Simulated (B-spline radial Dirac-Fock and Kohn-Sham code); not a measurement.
# Kohn-Sham estimates against Dirac-Fock for the levels of Os⁴⁺

System: osmium as Os⁴⁺, [Xe] 4f14 5d3 6p1 (an excited configuration).

The density-functional columns are spherical, spin-unpolarised Dirac-Kohn-Sham results without Breit or QED terms: −ε is minus the orbital energy of the initial state and ΔSCF the difference of two total energies. The reference in the last column comes from Dirac-Fock ΔSCF + Breit + QED. All numbers are from a B-spline atomic structure program, in eV; a selection of levels is shown. For the 1s level of heavy atoms much of the gap between ΔSCF and the reference is the Breit and QED part, -381.9 eV here; for other levels the error of the functional can be larger.

```
     level   LDA −ε  LDA ΔSCF  Dirac-Fock
    K (1s)  73726.8   74304.1     73934.0
   L1 (2s)  12876.4   12984.0     13041.6
L2 (2p1/2)  12337.5   12475.8     12453.1
L3 (2p3/2)  10808.1   10926.0     10939.2
   M1 (3s)   3035.7    3068.1      3124.0
M2 (3p1/2)   2793.3    2828.2      2863.5
M3 (3p3/2)   2459.9    2491.4      2529.4
M4 (3d3/2)   2051.2    2088.9      2098.7
M5 (3d5/2)   1978.9    2015.4      2027.7
   N1 (4s)    680.8     696.7       729.5
N2 (4p1/2)    579.0     594.8       619.8
N3 (4p3/2)    500.4     515.6       541.2
N4 (4d3/2)    332.7     347.6       361.0
N5 (4d5/2)    318.1     332.8       346.4
N6 (4f5/2)    105.4     119.3       116.7
N7 (4f7/2)    102.6     116.4       114.0
   O1 (5s)    142.4     151.9       156.5
O2 (5p1/2)    110.3     119.3       119.2
O3 (5p3/2)    97.33     105.9       106.2
 O4,5 (5d)    52.48     59.54       58.13
 P2,3 (6p)    33.80     37.70       35.95
```

Values without a named source are computed, but for edge energies of neutral atoms, which are taken from tables.
